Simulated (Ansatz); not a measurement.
A nudged elastic band was laid between two geometries of BrH4NSi + H2 (9 atoms, charge 0, multiplicity 1).

The calculation used Ansatz 0.2.0, RKS PBE0-D4/def2-SVP.

| Quantity | Value |
| --- | --- |
| movable images | 5 |
| climbing image | yes |
| spring | 5.0 eV/Å² |
| optimiser | quadratic models (default) |
| start path | through a guess of the saddle point |
| force threshold | 0.03 eV/Å |
| iteration limit | 60 |
| end points | relaxed |

First end point:

```xyz
9
Properties=species:S:1:pos:R:3
Si -0.383 -0.699 -0.732
Br 1.414 0.066 -1.862
H -0.690 -2.027 -1.323
H -1.453 0.305 -0.962
N -0.153 -0.891 0.955
H 0.653 2.307 0.272
H 0.245 2.659 0.812
H -0.057 -0.069 1.541
H 0.424 -1.651 1.300
```

Last end point:

```xyz
9
Properties=species:S:1:pos:R:3
Si -0.979 -0.089 -0.303
Br 2.792 0.864 -0.585
H -0.892 -0.885 -1.562
H -2.395 0.066 0.139
N -0.106 -0.891 0.950
H 1.456 1.368 -0.689
H -0.488 1.299 -0.661
H -0.259 -0.615 1.914
H 0.872 -1.117 0.797
```

(1) What changes between the two ends?

(2) Give the energies along the band, and the barrier.

(3) What is the geometry of the highest image?

The band took 28 iterations and of the order of 5 core-minutes.

Results:

(1) Bonds broken: Si1–Br2, H6–H7. Bonds formed: Si1–H7, Br2–H6. BrH4NSi + H2 becomes BrH + H5NSi.

(2) The run converged. The highest image is number 3 of 0 to 6, 43.0 kcal/mol above the first end and 25.0 kcal/mol above the last; the last end lies 18.1 kcal/mol above the first. Neighbouring images differ by up to 1.4 eV, so the band resolves the path poorly. A vibrational analysis at the climbing image gives one clearly imaginary mode, 641i cm⁻¹: a first-order saddle point. The orbitals stay closed-shell, which can raise the energy where a bond breaks towards radicals; this wasn't checked here.

```json
{"image": "0", "path coordinate (Å)": "0.00", "energy (kcal/mol)": "0.0", "Si1–Br2 (Å)": "2.26", "H6–H7 (Å)": "0.76", "Si1–H7 (Å)": "3.75"}
{"image": "1", "path coordinate (Å)": "1.65", "energy (kcal/mol)": "0.3", "Si1–Br2 (Å)": "2.26", "H6–H7 (Å)": "0.76", "Si1–H7 (Å)": "3.88"}
{"image": "2", "path coordinate (Å)": "3.31", "energy (kcal/mol)": "9.9", "Si1–Br2 (Å)": "2.27", "H6–H7 (Å)": "0.76", "Si1–H7 (Å)": "2.87"}
{"image": "3", "path coordinate (Å)": "4.96", "energy (kcal/mol)": "43.0", "Si1–Br2 (Å)": "2.73", "H6–H7 (Å)": "0.88", "Si1–H7 (Å)": "1.76"}
{"image": "4", "path coordinate (Å)": "5.64", "energy (kcal/mol)": "26.0", "Si1–Br2 (Å)": "3.12", "H6–H7 (Å)": "1.35", "Si1–H7 (Å)": "1.55"}
{"image": "5", "path coordinate (Å)": "6.33", "energy (kcal/mol)": "18.5", "Si1–Br2 (Å)": "3.65", "H6–H7 (Å)": "1.80", "Si1–H7 (Å)": "1.52"}
{"image": "6", "path coordinate (Å)": "7.01", "energy (kcal/mol)": "18.1", "Si1–Br2 (Å)": "3.90", "H6–H7 (Å)": "1.95", "Si1–H7 (Å)": "1.52"}
```

(3) 
```xyz
9
Properties=species:S:1:pos:R:3:forces:R:3
Si -0.502 -0.086 -0.309 -0.01 -0.01 0.02
Br 2.131 0.115 -0.984 -0.01 0.00 0.00
H -0.628 -0.709 -1.642 0.01 0.00 0.00
H -1.858 0.426 0.087 0.00 0.00 0.00
N 0.025 -0.798 1.130 0.01 0.00 -0.01
H 0.603 1.309 -0.823 0.01 0.00 0.00
H -0.218 1.609 -0.689 0.00 0.00 0.00
H -0.530 -0.742 1.976 -0.01 0.01 0.00
H 0.977 -1.123 1.256 0.00 0.00 0.00
```

Run time: 2.8 min on 2 threads of AMD EPYC 9R14 (Zen 4) (shared host), peak memory 0.21 GiB.
